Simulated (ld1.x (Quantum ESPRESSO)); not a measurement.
Debugging a pseudopotential input (barium (Ba), ld1.x (Quantum ESPRESSO) 7.5)

Command:

```bash
ld1.x < Ba.in > Ba.out
```

Input:

```
&input
   title='Ba', zed=56., rel=1, dft='PZ', iswitch=3,
   config='[Xe] 5d0.5 6s1.5 6p0',
   nld=3, rlderiv=4.05, eminld=-4.0, emaxld=5.0, deld=0.02
 /
 &inputp
   pseudotype=2, tm=.true., lloc=0,
   nlcc=.false.,
   file_pseudopw='Ba.UPF', file_wfcaegen='ae.wfc', file_wfcncgen='nc.wfc', file_beta='beta', file_chi='chi'
 /
3
5P  2  1   6.00   0.00  2.45  2.45  0.0
5D  3  2   0.50   0.00  3.75  3.75  0.0
5S  1  1   2.00   0.00  1.50  1.50  0.0
 &test
   configts(1)='5s2 5p6 5d0.5 6s1.5 6p0'
 /
```

Output:

```
Program LD1 v.7.5

 %%%%%%%%%%%%%%%%%%%%%%%%%%%%%%%%%%%%%%%%%%%%%%%%%%%%%%%%%%%%%%%%%%%%%%%%%%%%%%
     Error in routine read_psconfig (3):
     ps-label wrong?
 %%%%%%%%%%%%%%%%%%%%%%%%%%%%%%%%%%%%%%%%%%%%%%%%%%%%%%%%%%%%%%%%%%%%%%%%%%%%%%

     stopping ...
```

Task: This input was made by a single change from one that runs to its end. What was changed?

Result: The change: angular momentum of 5S typed wrongly. The program refuses the input: "read_psconfig: ps-label wrong?".
